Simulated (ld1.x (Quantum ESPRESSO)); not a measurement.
## Logarithmic derivatives: Au (Z = 79), TM

| Property | Result |
| --- | --- |
| Element | gold (Au) |
| Generator | ld1.x (Quantum ESPRESSO) 7.5 |
| Type | norm-conserving Troullier–Martins (Kleinman–Bylander form) |
| Functional | PBE |
| Relativity | scalar-relativistic |
| Frozen core | [Kr] 4d10 4f14 |
| Valence charge | 19 |
| Reference configuration | 5s2 5p6 5d8 6s0 6p0 (charge +3) |
| Partial waves | 5p (bound): rc 1.30 bohr; 5d (bound): rc 2.15 bohr; 5f channel at -0.05 Ry: rc 1.80 bohr; 5s (bound): rc 1.55 bohr |
| Local potential | the s channel |
| Core correction | none |

The phase is arctan(r·u′/u) with u = r·R(r), unwrapped; energies in Ry, scanned from -13 to 5 Ry. A pole is an energy at which the radial function vanishes at the test radius. The pseudo phase is shifted by a multiple of π to meet the all-electron one at the reference energy, and phase errors are pseudo minus all-electron; the curves can meet again beyond the range given. Levels narrower than the energy grid can be missing from the lists of poles. Where the grid stepped over a known ghost or core level, its pole and its step of π were put in at the level’s energy.

| channel | radius (bohr) | reference energy (Ry) | poles, all-electron | poles, pseudo | unbroken range about the reference energy with phases within 0.05 rad | phase error 1 Ry above the reference energy (rad) |
| --- | --- | --- | --- | --- | --- | --- |
| s | 2.34 | -10.63 | -10.60, 0.24 | -10.60, -1.53 | below -4.6 | -0.000 |
| p | 2.34 | -7.03 | -6.96, 2.40 | -6.96, 2.04 | below -2.0 | -0.000 |
| d | 2.34 | -2.99 | -2.53 | -2.53 | the whole range | +0.000 |
| f | 2.34 | -0.05 | -8.65, 2.03 | 2.02 | above -8.7 | -0.000 |

Phases in the s channel:

```tsv
E (Ry)	all-electron	pseudo
-13.00	1.431	1.431
-12.52	1.427	1.427
-12.04	1.422	1.422
-11.56	1.416	1.416
-11.08	1.405	1.405
-10.60	-1.624	-1.624
-10.12	-1.726	-1.726
-9.64	-1.737	-1.737
-9.16	-1.746	-1.746
-8.68	-1.754	-1.755
-8.20	-1.764	-1.765
-7.72	-1.776	-1.777
-7.24	-1.789	-1.791
-6.76	-1.804	-1.808
-6.28	-1.824	-1.829
-5.80	-1.848	-1.857
-5.32	-1.881	-1.896
-4.84	-1.926	-1.957
-4.36	-1.996	-2.063
-3.88	-2.112	-2.299
-3.40	-2.346	-3.017
-2.92	-2.899	-4.085
-2.44	-3.771	-4.477
-1.96	-4.255	-4.633
-1.48	-4.464	-4.720
-1.00	-4.573	-4.783
-0.52	-4.641	-4.837
-0.04	-4.690	-4.893
0.44	-4.728	-4.961
0.92	-4.760	-5.058
1.40	-4.790	-5.228
1.88	-4.819	-5.606
2.36	-4.850	-6.459
2.84	-4.886	-7.172
3.32	-4.931	-7.463
3.80	-4.992	-7.599
4.28	-5.082	-7.678
4.76	-5.239	-7.729
```
